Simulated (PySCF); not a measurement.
NMR data simulated for an unnamed compound:

1H NMR (400 MHz, computed): δ 8.88 (d, 2H), 7.37 (d, 2H), 3.58 (m, 1H), 0.97 (m, 2H), 0.86 (m, 2H).

13C{1H} NMR (computed): δ 154.6 (CH), 148.7 (C), 133.2 (CH), 0.4 (CH2).

Level of theory: NMR shieldings at PBE0/pcSseg-1/GIAO, GFN2-xTB structure, in PySCF 2.14 (no solvent, averaged over atoms made equivalent by symmetry, fast rotation or ring inversion, one conformer, non-relativistic).

Referencing at the same level of theory: 1H (σ = 31.72 ppm) and 13C (σ = 186.93 ppm) against TMS.

Which of these does the molecule contain: a three-membered ring, a heteroaromatic ring, an N-methyl group, a Si–CH3 group, a Si–H bond, a carboxylic acid?

Results:


- A three-membered ring: yes.
- A heteroaromatic ring: yes.
- An N-methyl group: no.
- A Si–CH3 group: no.
- A Si–H bond: yes (δH 3.58 (m)).
- A carboxylic acid: no.

The data belong to SMILES c1cc([SiH]2CC2)ccn1, C7H9NSi; they needn't prove each group on their own.

Carbon signals by region: 3 in the sp2 and nitrile region (100–160 ppm), 1 below 50 ppm.

Shifts are as computed. Against solution values, carbons near 30 ppm lie about +3 ppm off and those near 130 ppm about +5 ppm. Of 1211 compounds with measured shifts, 218 miss one by over three times the rms of a fit or turn the order of signals round; such compounds aren't used in these exercises. No couplings were computed; multiplicities are counted from neighbouring protons, with m where these are inequivalent, close in shift, in a saturated or five-membered ring or joined by F or P, and br s for small geminal =CH2 splittings.
